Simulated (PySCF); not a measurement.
Species: C7H12BN.
SMILES with atom numbers: `[CH3:1][B:2]([CH3:3])[C:4]([C:5]#[N:6])=[C:7]([CH3:8])[CH3:9]` (hydrogens: H10, H11, H12 on C1; H13, H14, H15 on C3; H16, H17, H18 on C8; H19, H20, H21 on C9)

Structure used (PBE0-D3(BJ)/def2-SVP), in Å, numbered top down from 1:
```xyz
21
C7H12BN angstrom
C     -0.7683    0.5028    2.2037
B     -0.6887    0.9651    0.7038
C     -1.0965    2.4359    0.3311
C     -0.3119   -0.0108   -0.4811
C     -1.0450    0.2150   -1.6925
N     -1.6739    0.4324   -2.6448
C      0.6508   -0.9787   -0.4897
C      0.9353   -1.8176   -1.6956
C      1.5478   -1.2534    0.6749
H     -1.7983    0.7206    2.5426
H     -0.1276    1.1377    2.8412
H     -0.5574   -0.5533    2.4144
H     -1.9879    2.4105   -0.3217
H     -1.3167    3.0805    1.1940
H     -0.3155    2.9148   -0.2848
H      0.9428   -2.8848   -1.4186
H      1.9423   -1.5924   -2.0859
H      0.2085   -1.6635   -2.5030
H      2.5998   -1.2173    0.3468
H      1.4227   -0.5499    1.5036
H      1.3800   -2.2771    1.0509
```

Method used: TDDFT PBE0/def2-SVPD, vertical, gas phase, core orbitals frozen in the response (PySCF).

Ground-to-excited transition dipoles (e·a0, same axes as the geometry; the sign carries no meaning), for the states with f of 0.002 or more among the lowest 8:

```json
{"state": "S1", "E (eV)": "4.956", "μx": "0.892", "μy": "-0.991", "μz": "-0.201"}
{"state": "S3", "E (eV)": "5.899", "μx": "0.176", "μy": "-0.229", "μz": "0.047"}
{"state": "S4", "E (eV)": "6.200", "μx": "-0.701", "μy": "0.446", "μz": "-0.421"}
{"state": "S5", "E (eV)": "6.408", "μx": "0.151", "μy": "-0.103", "μz": "0.159"}
{"state": "S6", "E (eV)": "6.655", "μx": "-0.201", "μy": "0.033", "μz": "-0.166"}
{"state": "S7", "E (eV)": "6.982", "μx": "0.110", "μy": "-0.224", "μz": "0.227"}
{"state": "S8", "E (eV)": "7.101", "μx": "0.347", "μy": "-0.235", "μz": "-0.056"}
```

**Question.** What oscillator strength does each state have?

**Answer.** f = (2/3) ΔE |μ|² with ΔE in hartree (27.2114 eV).

```tsv
state	|μ|² (au)	|μ| (D)	f
S1	1.819	3.43	0.221
S3	0.086	0.74	0.012
S4	0.868	2.37	0.132
S5	0.059	0.62	0.009
S6	0.069	0.67	0.011
S7	0.114	0.86	0.019
S8	0.178	1.07	0.031
```

**Question.** Which bond between heavy atoms lies closest to the direction of the S1 transition dipole?

**Answer.** C4–C7, at 9° from it; next B2–C3 at 34°.

**Question.** What angle do the transition dipoles of S1 and S3 make?

**Answer.** |cos θ| = |μa·μb| / (|μa| |μb|) = 0.95, so θ ≈ 18° (taken between 0 and 90°, since the signs are arbitrary).

**Question.** How is the summed strength of these states shared among x, y and z?

**Answer.** (2/3) Σ ΔE μα² gives 0.209 for x, 0.177 for y and 0.050 for z, 0.436 in all.

**Question.** What peak molar absorption coefficient would the strongest computed level give as a lone Gaussian band 0.4 eV wide at half height?

**Answer.** ε(max) = 2.175×10⁸ f / FWHM, with the width in cm⁻¹. S1: 2.175×10⁸ × 0.2209 / 3226 ≈ 15000 L mol⁻¹ cm⁻¹.

The vertical ionisation energy (ΔSCF) is 9.21 eV, 2.11 eV above S8.
